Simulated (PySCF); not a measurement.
Isomers of C6H12FNSi2.

All values: PBE0/pcSseg-1 (PySCF) at GFN2-xTB geometries, gas phase, one conformer each.

Task: Rank by LUMO energy, lowest first.
A. `[CH2:1]=[CH:2][C@@H:3]1[CH:4]=[C:5]([N:6]([SiH3:7])[SiH3:8])[C@@H:9]1[F:10]` with C1–C2–C3–C4 4°
B. `[CH2:1]=[C:2]([F:3])[CH2:4][Si@:5]([CH3:6])([SiH3:7])[CH2:8][C:9]#[N:10]` with C1–C2–C4–Si5 -112°, C2–C4–Si5–C6 67°, C4–Si5–C8–C9 63°
C. `[CH3:1][C:2]#[C:3][Si@H:4]1[CH2:5][Si@:6]([F:7])([NH:8][CH3:9])[CH2:10]1` with C5–Si6–N8–C9 -53°
D. `[CH2:1]=[C:2]([CH3:3])[Si@@H:4]([C:5]#[N:6])[CH2:7][C@@H:8]([F:9])[SiH3:10]` with C1–C2–Si4–C5 145°, C2–Si4–C7–C8 61°, Si4–C7–C8–F9 56°

Result: D (-0.83 eV), B (-0.18 eV), A (0.02 eV), C (0.15 eV).

Task: Rank by HOMO–LUMO gap, lowest first.
A. `[CH3:1][C:2]#[C:3][Si@H:4]1[CH2:5][Si@:6]([F:7])([NH:8][CH3:9])[CH2:10]1` with C5–Si6–N8–C9 -53°
B. `[CH2:1]=[CH:2][C@@H:3]1[CH:4]=[C:5]([N:6]([SiH3:7])[SiH3:8])[C@@H:9]1[F:10]` with C1–C2–C3–C4 4°
C. `[CH2:1]=[C:2]([CH3:3])[Si@@H:4]([C:5]#[N:6])[CH2:7][C@@H:8]([F:9])[SiH3:10]` with C1–C2–Si4–C5 145°, C2–Si4–C7–C8 61°, Si4–C7–C8–F9 56°
D. `[CH2:1]=[CH:2][CH2:3][C:4]1=[C:5]([F:6])[C@H:7]1[N:8]([SiH3:9])[SiH3:10]` with C1–C2–C3–C4 -124°, C2–C3–C4–C5 136°, C5–C7–N8–Si9 -10°

Result: B (6.44 eV), D (6.72 eV), A (6.87 eV), C (7.17 eV).

Task: Rank by the highest Hirshfeld charge on any atom, highest value first.
A. `[CH2:1]=[CH:2][CH2:3][C:4]1=[C:5]([F:6])[C@H:7]1[N:8]([SiH3:9])[SiH3:10]` with C1–C2–C3–C4 -124°, C2–C3–C4–C5 136°, C5–C7–N8–Si9 -10°
B. `[CH3:1][C:2]#[C:3][Si@H:4]1[CH2:5][Si@:6]([F:7])([NH:8][CH3:9])[CH2:10]1` with C5–Si6–N8–C9 -53°
C. `[CH2:1]=[C:2]([F:3])[CH2:4][Si@:5]([CH3:6])([SiH3:7])[CH2:8][C:9]#[N:10]` with C1–C2–C4–Si5 -112°, C2–C4–Si5–C6 67°, C4–Si5–C8–C9 63°
D. `[CH2:1]=[CH:2][C@@H:3]1[CH:4]=[C:5]([N:6]([SiH3:7])[SiH3:8])[C@@H:9]1[F:10]` with C1–C2–C3–C4 4°
E. `[CH2:1]=[C:2]([CH3:3])[Si@@H:4]([C:5]#[N:6])[CH2:7][C@@H:8]([F:9])[SiH3:10]` with C1–C2–Si4–C5 145°, C2–Si4–C7–C8 61°, Si4–C7–C8–F9 56°

Result: B (+0.476 e), E (+0.399 e), D (+0.360 e), A (+0.343 e), C (+0.331 e).

All values together:

```csv
SMILES,μ (D),HOMO (eV),LUMO (eV),lowest IAO charge (e),highest IAO charge (e),lowest Hirshfeld charge (e),highest Hirshfeld charge (e)
C=C[C@@H]1C=C(N([SiH3])[SiH3])[C@@H]1F,1.60,-6.42,0.02,-0.709 (N),+0.747 (Si),-0.237 (N),+0.360 (Si)
C=C(F)C[Si@](C)([SiH3])CC#N,4.76,-7.36,-0.18,-0.704 (C),+0.793 (Si),-0.241 (N),+0.331 (Si)
CC#C[Si@H]1C[Si@](F)(NC)C1,1.29,-6.72,0.15,-0.889 (C),+1.425 (Si),-0.268 (C),+0.476 (Si)
C=CCC1=C(F)[C@H]1N([SiH3])[SiH3],1.66,-6.88,-0.15,-0.781 (N),+0.737 (Si),-0.270 (N),+0.343 (Si)
C=C(C)[Si@@H](C#N)C[C@@H](F)[SiH3],3.84,-8.00,-0.83,-0.546 (C),+0.886 (Si),-0.204 (N),+0.399 (Si)
```

Conformers: `[CH2:1]=[CH:2][C@@H:3]1[CH:4]=[C:5]([N:6]([SiH3:7])[SiH3:8])[C@@H:9]1[F:10]` with C1–C2–C3–C4 4°; `[CH2:1]=[C:2]([F:3])[CH2:4][Si@:5]([CH3:6])([SiH3:7])[CH2:8][C:9]#[N:10]` with C1–C2–C4–Si5 -112°, C2–C4–Si5–C6 67°, C4–Si5–C8–C9 63°; `[CH3:1][C:2]#[C:3][Si@H:4]1[CH2:5][Si@:6]([F:7])([NH:8][CH3:9])[CH2:10]1` with C5–Si6–N8–C9 -53°; `[CH2:1]=[CH:2][CH2:3][C:4]1=[C:5]([F:6])[C@H:7]1[N:8]([SiH3:9])[SiH3:10]` with C1–C2–C3–C4 -124°, C2–C3–C4–C5 136°, C5–C7–N8–Si9 -10°; `[CH2:1]=[C:2]([CH3:3])[Si@@H:4]([C:5]#[N:6])[CH2:7][C@@H:8]([F:9])[SiH3:10]` with C1–C2–Si4–C5 145°, C2–Si4–C7–C8 61°, Si4–C7–C8–F9 56°.
